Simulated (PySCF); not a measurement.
Record of a relaxation.

Species: 4-fluorobenzenesulfonic acid, C6H5FO3S.
Numbering: `[O:1]=[S:2](=[O:3])([OH:4])[c:5]1[cH:6][cH:7][c:8]([F:9])[cH:10][cH:11]1` (hydrogens: H12 on O4; H13 on C6; H14 on C7; H15 on C10; H16 on C11)

Computed by this run: PBE0-D3(BJ)/def2-SVP geometry optimisation, gas phase in PySCF 2.14.0; density fitting, grid level 2; the optimiser is geomeTRIC in internal coordinates, started from a GFN2-xTB structure. 12 of its 13 geometries are shown. The frame can shift and turn from step to step; on so coarse a grid that alone can change the energy by a few meV, and forces under 0.02 eV/Å are noise.

Step 0: E = -25960.2066 eV, largest atomic force 1.630 eV/Å
```
atom  x, y, z in Å  |  force x, y, z in eV/Å
O1      2.676    0.880    1.173    0.335   1.427   0.606
S2      2.162   -0.186    0.381   -0.704  -0.090  -0.799
O3      2.518   -1.537    0.693    0.119  -1.612   0.203
O4      2.596    0.060   -1.159   -0.156   0.763  -0.074
C5      0.401   -0.022    0.222    0.857  -0.055   0.110
C6     -0.362   -1.152    0.006   -0.194  -0.142  -0.026
C7     -1.731   -1.021   -0.156    0.098   0.188   0.019
C8     -2.283    0.250   -0.100   -0.928   0.090  -0.122
F9     -3.609    0.384   -0.262    0.650  -0.061   0.086
C10    -1.519    1.386    0.120    0.053  -0.200  -0.021
C11    -0.153    1.240    0.285   -0.208   0.165   0.020
H12     3.041   -0.718   -1.499    0.220  -0.510  -0.036
H13     0.124   -2.114   -0.020    0.154  -0.510  -0.021
H14    -2.368   -1.874   -0.323   -0.295  -0.366  -0.065
H15    -1.996    2.352    0.159   -0.227   0.420   0.022
H16     0.494    2.082    0.469    0.227   0.494   0.098
```

Step 1: E = -25960.2993 eV, largest atomic force 0.328 eV/Å
```
atom  x, y, z in Å  |  force x, y, z in eV/Å
O1      2.789    0.959    1.482   -0.072  -0.222  -0.130
S2      2.299   -0.150    0.689    0.018   0.123   0.303
O3      2.633   -1.537    0.991   -0.028   0.236  -0.085
O4      2.777    0.120   -0.839    0.082  -0.149  -0.022
C5      0.545    0.007    0.547    0.008  -0.052  -0.011
C6     -0.225   -1.138    0.347    0.053  -0.060  -0.015
C7     -1.603   -1.016    0.228   -0.091  -0.047  -0.029
C8     -2.179    0.248    0.311    0.165  -0.041   0.075
F9     -3.493    0.361    0.211   -0.131   0.024  -0.050
C10    -1.415    1.393    0.517   -0.068   0.069  -0.012
C11    -0.037    1.270    0.641    0.089   0.060  -0.001
H12     3.194   -0.705   -1.140   -0.040   0.068  -0.047
H13     0.261   -2.116    0.305   -0.013   0.039   0.000
H14    -2.245   -1.887    0.077    0.032   0.029   0.017
H15    -1.911    2.364    0.582    0.020  -0.041   0.012
H16     0.592    2.145    0.822   -0.024  -0.037  -0.006
```

Step 2: E = -25960.3022 eV, largest atomic force 0.130 eV/Å
```
atom  x, y, z in Å  |  force x, y, z in eV/Å
O1      2.789    0.967    1.483   -0.062  -0.080  -0.081
S2      2.297   -0.142    0.695    0.089  -0.039   0.063
O3      2.638   -1.525    0.995   -0.030   0.072   0.016
O4      2.776    0.116   -0.837    0.029   0.025  -0.009
C5      0.545    0.007    0.549   -0.003   0.003  -0.003
C6     -0.223   -1.139    0.347    0.023  -0.018   0.001
C7     -1.603   -1.021    0.227    0.000   0.028   0.003
C8     -2.177    0.245    0.312    0.048  -0.015  -0.018
F9     -3.492    0.359    0.194   -0.036   0.012   0.005
C10    -1.416    1.391    0.520   -0.023   0.003  -0.004
C11    -0.037    1.271    0.643   -0.004  -0.001   0.015
H12     3.184   -0.709   -1.147   -0.037   0.014   0.009
H13     0.264   -2.115    0.304    0.005   0.001   0.000
H14    -2.243   -1.891    0.074    0.005   0.001   0.003
H15    -1.913    2.360    0.588   -0.003  -0.004   0.002
H16     0.592    2.144    0.826   -0.001  -0.001  -0.001
```

Step 3: E = -25960.3028 eV, largest atomic force 0.082 eV/Å
```
atom  x, y, z in Å  |  force x, y, z in eV/Å
O1      2.785    0.973    1.481    0.005   0.011  -0.018
S2      2.297   -0.139    0.698    0.009  -0.012   0.000
O3      2.636   -1.519    1.005    0.007   0.001   0.007
O4      2.775    0.116   -0.836    0.028   0.037   0.021
C5      0.545    0.009    0.550    0.015  -0.011   0.001
C6     -0.216   -1.141    0.347   -0.045   0.068   0.001
C7     -1.595   -1.021    0.224   -0.024  -0.024  -0.005
C8     -2.175    0.242    0.307    0.002   0.015  -0.013
F9     -3.491    0.355    0.186    0.016  -0.022   0.008
C10    -1.418    1.391    0.519    0.024  -0.036  -0.001
C11    -0.040    1.271    0.646   -0.012  -0.007   0.009
H12     3.169   -0.712   -1.150   -0.017  -0.019  -0.005
H13     0.274   -2.116    0.303   -0.001  -0.005   0.002
H14    -2.234   -1.893    0.070   -0.013  -0.012  -0.004
H15    -1.919    2.358    0.590   -0.005   0.008  -0.002
H16     0.587    2.145    0.831    0.009   0.007   0.001
```

Step 4: E = -25960.3033 eV, largest atomic force 0.125 eV/Å
```
atom  x, y, z in Å  |  force x, y, z in eV/Å
O1      2.782    0.985    1.477    0.051   0.100   0.055
S2      2.300   -0.132    0.702   -0.076  -0.007  -0.068
O3      2.640   -1.508    1.020    0.034  -0.064  -0.006
O4      2.778    0.120   -0.832    0.026   0.024   0.045
C5      0.547    0.011    0.552   -0.020  -0.001   0.008
C6     -0.214   -1.139    0.346   -0.009  -0.014  -0.013
C7     -1.594   -1.028    0.217    0.053   0.033   0.009
C8     -2.172    0.235    0.300   -0.081   0.002   0.003
F9     -3.489    0.345    0.178    0.049   0.000   0.004
C10    -1.419    1.385    0.518    0.024   0.003   0.005
C11    -0.040    1.272    0.650   -0.043  -0.033  -0.010
H12     3.152   -0.714   -1.151   -0.003  -0.041  -0.026
H13     0.280   -2.111    0.303    0.004  -0.017   0.002
H14    -2.229   -1.901    0.062   -0.004  -0.007  -0.005
H15    -1.924    2.349    0.591   -0.009   0.013  -0.004
H16     0.584    2.147    0.839    0.004   0.010   0.002
```

Step 5: E = -25960.3040 eV, largest atomic force 0.119 eV/Å
```
atom  x, y, z in Å  |  force x, y, z in eV/Å
O1      2.781    0.999    1.475    0.023   0.095   0.068
S2      2.302   -0.124    0.706   -0.046  -0.006  -0.097
O3      2.650   -1.497    1.028    0.009  -0.071   0.008
O4      2.785    0.126   -0.827    0.018   0.008   0.030
C5      0.548    0.010    0.554   -0.033   0.011   0.013
C6     -0.211   -1.140    0.343    0.015  -0.022  -0.009
C7     -1.590   -1.030    0.213    0.028  -0.008   0.002
C8     -2.174    0.230    0.297   -0.071   0.013   0.010
F9     -3.491    0.337    0.174    0.042  -0.008  -0.003
C10    -1.423    1.381    0.518    0.023  -0.011   0.004
C11    -0.045    1.268    0.651    0.002   0.022  -0.005
H12     3.142   -0.715   -1.151   -0.012  -0.022  -0.018
H13     0.283   -2.113    0.301   -0.002  -0.008   0.000
H14    -2.224   -1.905    0.055    0.001  -0.001  -0.003
H15    -1.930    2.345    0.590    0.003   0.002  -0.003
H16     0.577    2.145    0.843    0.000   0.005   0.001
```

Step 7: E = -25960.3060 eV, largest atomic force 0.074 eV/Å
```
atom  x, y, z in Å  |  force x, y, z in eV/Å
O1      2.760    1.072    1.486    0.002  -0.014  -0.001
S2      2.311   -0.076    0.734   -0.034  -0.009  -0.032
O3      2.669   -1.441    1.084    0.008  -0.012   0.016
O4      2.825    0.159   -0.789   -0.003  -0.014   0.009
C5      0.554    0.021    0.561    0.004   0.006  -0.013
C6     -0.179   -1.143    0.333    0.025  -0.012   0.020
C7     -1.559   -1.057    0.186   -0.035  -0.037  -0.003
C8     -2.171    0.190    0.275    0.041   0.009  -0.007
F9     -3.486    0.271    0.137   -0.031  -0.004  -0.004
C10    -1.445    1.354    0.512   -0.027  -0.004  -0.001
C11    -0.067    1.266    0.659    0.053   0.052  -0.001
H12     3.046   -0.711   -1.157   -0.011   0.037   0.015
H13     0.331   -2.108    0.293   -0.004   0.019  -0.003
H14    -2.172   -1.943    0.013    0.008   0.012   0.004
H15    -1.971    2.309    0.583    0.013  -0.017   0.003
H16     0.536    2.154    0.862   -0.010  -0.011  -0.002
```

Step 8: E = -25960.3064 eV, largest atomic force 0.026 eV/Å
```
atom  x, y, z in Å  |  force x, y, z in eV/Å
O1      2.758    1.070    1.495   -0.006  -0.015   0.003
S2      2.309   -0.075    0.738    0.005   0.006  -0.003
O3      2.668   -1.441    1.084   -0.003   0.004  -0.001
O4      2.826    0.169   -0.782   -0.004   0.000   0.007
C5      0.554    0.023    0.562    0.009  -0.006  -0.008
C6     -0.176   -1.143    0.335   -0.004  -0.002   0.017
C7     -1.556   -1.061    0.186   -0.011   0.003  -0.002
C8     -2.169    0.185    0.271    0.026  -0.003  -0.001
F9     -3.485    0.264    0.131   -0.013  -0.002  -0.002
C10    -1.446    1.351    0.508   -0.006  -0.002  -0.003
C11    -0.067    1.268    0.658    0.006   0.006  -0.008
H12     3.036   -0.699   -1.160   -0.001   0.009  -0.001
H13     0.337   -2.106    0.297    0.003   0.003  -0.001
H14    -2.167   -1.949    0.014    0.001   0.000   0.000
H15    -1.974    2.304    0.578    0.001  -0.002   0.001
H16     0.533    2.157    0.860   -0.002   0.000   0.001
```

Step 9: E = -25960.3069 eV, largest atomic force 0.047 eV/Å
```
atom  x, y, z in Å  |  force x, y, z in eV/Å
O1      2.751    1.061    1.518   -0.005  -0.018  -0.011
S2      2.308   -0.075    0.745    0.023  -0.003   0.040
O3      2.667   -1.444    1.075   -0.004   0.025  -0.020
O4      2.829    0.193   -0.770    0.004   0.020   0.004
C5      0.554    0.022    0.563   -0.002  -0.008   0.000
C6     -0.174   -1.146    0.340   -0.017   0.006   0.009
C7     -1.553   -1.068    0.188    0.017   0.029   0.001
C8     -2.167    0.179    0.265   -0.009  -0.017   0.003
F9     -3.483    0.255    0.121    0.003   0.007   0.001
C10    -1.446    1.347    0.498    0.016  -0.003  -0.002
C11    -0.067    1.268    0.652   -0.030  -0.022  -0.015
H12     3.028   -0.668   -1.167    0.004  -0.018  -0.009
H13     0.342   -2.107    0.308    0.007  -0.009   0.000
H14    -2.164   -1.956    0.020   -0.005  -0.007  -0.002
H15    -1.975    2.299    0.564   -0.008   0.009  -0.001
H16     0.531    2.158    0.853    0.004   0.009   0.003
```

Step 10: E = -25960.3073 eV, largest atomic force 0.062 eV/Å
```
atom  x, y, z in Å  |  force x, y, z in eV/Å
O1      2.741    1.053    1.551   -0.004  -0.014  -0.010
S2      2.308   -0.071    0.756    0.031  -0.010   0.053
O3      2.671   -1.444    1.065   -0.006   0.031  -0.022
O4      2.837    0.230   -0.749    0.005   0.027  -0.005
C5      0.555    0.020    0.565   -0.011  -0.008   0.004
C6     -0.170   -1.151    0.348   -0.012   0.008   0.002
C7     -1.549   -1.078    0.190    0.006   0.032   0.001
C8     -2.166    0.168    0.255   -0.015  -0.003   0.004
F9     -3.482    0.242    0.105    0.025  -0.010   0.002
C10    -1.449    1.339    0.484    0.028   0.017   0.003
C11    -0.070    1.265    0.644   -0.047  -0.037  -0.016
H12     3.016   -0.622   -1.175    0.007  -0.028  -0.012
H13     0.350   -2.110    0.325    0.005  -0.014   0.001
H14    -2.156   -1.969    0.026   -0.004  -0.012  -0.003
H15    -1.980    2.289    0.541   -0.012   0.013  -0.003
H16     0.525    2.158    0.842    0.004   0.010   0.002
```

Step 11: E = -25960.3076 eV, largest atomic force 0.056 eV/Å
```
atom  x, y, z in Å  |  force x, y, z in eV/Å
O1      2.733    1.043    1.581    0.001  -0.004  -0.002
S2      2.307   -0.070    0.765    0.017  -0.002   0.036
O3      2.675   -1.446    1.051   -0.004   0.018  -0.012
O4      2.843    0.262   -0.731    0.005   0.015  -0.014
C5      0.555    0.018    0.568   -0.010  -0.006   0.006
C6     -0.167   -1.156    0.357   -0.009   0.004  -0.004
C7     -1.546   -1.085    0.193    0.035   0.023   0.006
C8     -2.164    0.160    0.248   -0.049  -0.026  -0.006
F9     -3.479    0.226    0.092    0.007   0.022   0.003
C10    -1.451    1.335    0.470    0.018  -0.022  -0.001
C11    -0.073    1.262    0.636   -0.012  -0.006  -0.004
H12     3.009   -0.580   -1.179    0.004  -0.018  -0.006
H13     0.355   -2.115    0.341    0.002  -0.008   0.001
H14    -2.151   -1.979    0.032   -0.004  -0.001  -0.002
H15    -1.984    2.285    0.519   -0.004   0.003  -0.003
H16     0.519    2.157    0.830    0.005   0.006   0.000
```

Step 12: E = -25960.3078 eV, largest atomic force under 0.02 eV/Å
```
atom  x, y, z in Å  |  force x, y, z in eV/Å
O1      2.734    1.041    1.584   -0.001   0.000  -0.004
S2      2.308   -0.070    0.765   -0.001  -0.006   0.012
O3      2.677   -1.447    1.047    0.000   0.004  -0.002
O4      2.842    0.265   -0.731    0.004   0.004  -0.008
C5      0.555    0.017    0.569   -0.005   0.000   0.004
C6     -0.168   -1.157    0.359    0.004   0.004  -0.002
C7     -1.547   -1.085    0.195   -0.001  -0.002   0.000
C8     -2.166    0.160    0.248   -0.006   0.001   0.000
F9     -3.481    0.230    0.092    0.007  -0.003   0.001
C10    -1.450    1.334    0.469    0.003   0.005   0.001
C11    -0.073    1.261    0.634   -0.004  -0.004  -0.002
H12     3.014   -0.578   -1.178    0.000  -0.003   0.001
H13     0.353   -2.116    0.343   -0.001  -0.001   0.001
H14    -2.153   -1.978    0.034    0.000  -0.001   0.000
H15    -1.983    2.285    0.515   -0.001   0.001  -0.002
H16     0.520    2.157    0.827    0.000   0.001  -0.001
```

Question: Summarise the path.

Answer: The energy falls by 2.33 kcal/mol from step 0 to step 12; nine tenths of that is first reached at step 1. It falls at every step. The largest force goes from 1.630 to under 0.02 eV/Å. Among the bonds S2=O3 changes most, from 1.431 to 1.453 Å; the atoms move by 0.067 Å rms after alignment.

The cost below is that of the whole optimisation. Time: 2.2 min of wall time; peak memory 0.86 GiB. Hardware: an AMD EPYC 9R45 with one thread, shared host with 96 logical CPUs at a one-minute load of 47.
